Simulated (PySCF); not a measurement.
This PySCF input asks for the NMR shieldings of SMILES C1(=C/BCl)/C[C@@H]1Cl, C$_{4}$H$_{5}$BCl$_{2}$; the geometry comes from GFN2-xTB.

```python
import basis_set_exchange as bse
import numpy as np
from pyscf import gto, dft
from pyscf.prop import nmr

atoms = """
Cl    2.060505   -1.525923   -1.115104
B     2.271152   -0.074345   -0.264467
C     1.042470    0.639353    0.346880
C    -0.199278    0.188667    0.235812
C    -1.116032   -0.803228   -0.324432
C    -1.627570    0.366913    0.490381
Cl   -2.482560    1.675848   -0.334423
H     3.355077    0.359636   -0.156390
H     1.184181    1.561590    0.900108
H    -1.170095   -1.789412    0.114869
H    -1.273517   -0.798244   -1.393964
H    -2.043134    0.198458    1.474704
"""
names = dict.fromkeys(["Cl", "B", "C", "H"], "pcSseg-1")
basis = {el: gto.basis.parse(bse.get_basis(n, elements=[el], fmt="nwchem")) for el, n in names.items()}
mol = gto.M(atom=atoms, basis=basis, charge=0, verbose=0)
mf = dft.RKS(mol, xc="PBE0")
mf.grids.level = 2
mf.grids.alignment = dft.numint.BLKSIZE   # the property module wants whole blocks of grid points
mf.conv_tol = 1e-9
mf.kernel()

calc = nmr.RKS(mf)   # GIAO
C = mf.mo_coeff
Co = C[:, mf.mo_occ > 0]
resp = mf.gen_response(singlet=True, hermi=2)
def vind(x):   # induced exchange potential for any number of trial vectors
    d = np.einsum("pi,xij,qj->xpq", C, 2 * x.reshape(-1, C.shape[1], Co.shape[1]), Co, optimize=True)
    return np.einsum("xpq,pi,qj->xij", resp(d - d.transpose(0, 2, 1)), C, Co, optimize=True).ravel()
mo1, _ = nmr.rhf.solve_mo1(calc, with_cphf=vind)
sigma = calc.kernel(mo1)
for i, s in enumerate(sigma):   # ppm
    print("%2d %-2s %9.2f" % (i, mol.atom_pure_symbol(i), np.trace(s) / 3))
```

Q: What are the results?

A: 
```
 0 Cl    690.25
 1 B      39.91
 2 C      57.12
 3 C      18.59
 4 C     165.60
 5 C     154.52
 6 Cl    789.62
 7 H      25.04
 8 H      24.22
 9 H      29.65
10 H      29.99
11 H      28.12
```

These numbers come from an equivalent density-fitted implementation of the same equations, which agrees with the script to about 0.01 ppm for H and up to a few tenths of a ppm for heavy atoms, so last digits may differ.

Size and cost of the density-fitted run: 158 basis functions, 20 s wall time on 1 thread of an Arm Neoverse V1, shared host; peak memory 0.72 GiB.
